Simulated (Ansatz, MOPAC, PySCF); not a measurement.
Energy landscape of H₃ (cation, charge +1), singlet: symmetric bend, bond length relaxed. Scanned: H-H-H angle. Other coordinates (H-H bond length) were minimised at PBE0/def2-TZVP.

Levels of theory: RHF/STO-3G = PySCF with restricted Hartree-Fock/STO-3G; RKS-B3LYP/6-31G* = restricted B3LYP/6-31G*, spherical d (PySCF); AM1, restricted, heats of formation (MOPAC); FCI/cc-pVTZ = full CI/cc-pVTZ, frozen core (Ansatz, a first-principles code).

Energies relative to the lowest point of each profile, in kJ/mol; the last columns give the difference from FCI:

| a / ° | RHF/STO-3G | RKS-B3LYP/6-31G* | AM1 | FCI/cc-pVTZ | RHF/STO-3G − FCI/cc-pVTZ | RKS-B3LYP/6-31G* − FCI/cc-pVTZ | AM1 − FCI/cc-pVTZ |
|---|---|---|---|---|---|---|---|
| 180 | 91.4 | 127.4 | 87.4 | 169.5 | -78.1 | -42.1 | -82.1 |
| 168.04 | 90.5 | 126.8 | 86.5 | 167.5 | -77.0 | -40.8 | -81.0 |
| 158.77 | 88.5 | 125.1 | 84.7 | 163.2 | -74.8 | -38.1 | -78.5 |
| 148.45 | 84.8 | 121.7 | 81.4 | 155.4 | -70.7 | -33.8 | -74.1 |
| 137.65 | 79.2 | 115.4 | 76.5 | 143.8 | -64.6 | -28.4 | -67.3 |
| 130.19 | 74.2 | 109.2 | 72.2 | 133.6 | -59.4 | -24.4 | -61.4 |
| 120.53 | 66.2 | 98.6 | 65.3 | 117.7 | -51.5 | -19.1 | -52.5 |
| 109.46 | 54.8 | 82.7 | 55.3 | 96.0 | -41.2 | -13.4 | -40.7 |
| 100.14 | 43.7 | 66.2 | 44.9 | 75.2 | -31.5 | -9.0 | -30.3 |
| 90.83 | 31.3 | 47.8 | 32.9 | 53.1 | -21.8 | -5.3 | -20.2 |
| 80.88 | 17.9 | 27.3 | 19.1 | 29.7 | -11.9 | -2.4 | -10.6 |
| 68.63 | 4.0 | 6.2 | 4.4 | 6.5 | -2.5 | -0.4 | -2.2 |
| 60 | 0.0 | 0.0 | 0.0 | 0.0 | 0.0 | 0.0 | 0.0 |

RHF/STO-3G is furthest from FCI/cc-pVTZ at 180 (-78.1 kJ/mol, below); its mean absolute difference over the points is 45.0 kJ/mol.

RKS-B3LYP/6-31G* is furthest from FCI/cc-pVTZ at 180 (-42.1 kJ/mol, below); its mean absolute difference over the points is 19.8 kJ/mol.

AM1 is furthest from FCI/cc-pVTZ at 180 (-82.1 kJ/mol, below); its mean absolute difference over the points is 46.2 kJ/mol.
